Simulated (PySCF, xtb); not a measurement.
ZrF₃, SMILES [F][Zr+]([F])[F], charge +1, multiplicity 1.

Harmonic wavenumbers (cm⁻¹) from GFN2-xTB run with xtb 6.7.1 at its own minimum, in rising order: 112, 154, 154, 544, 587, 587.

Q: What does PySCF with B3LYP-D3(BJ)/def2-TZVP give at its own minimum? (An estimate is asked for; the answer gives what the named calculation found.)

A: 136, 179, 179, 750, 755, 755. Paired by order, the mean absolute difference is 103 cm⁻¹ and the zero-point energies are 3.1 and 3.9 kcal/mol.
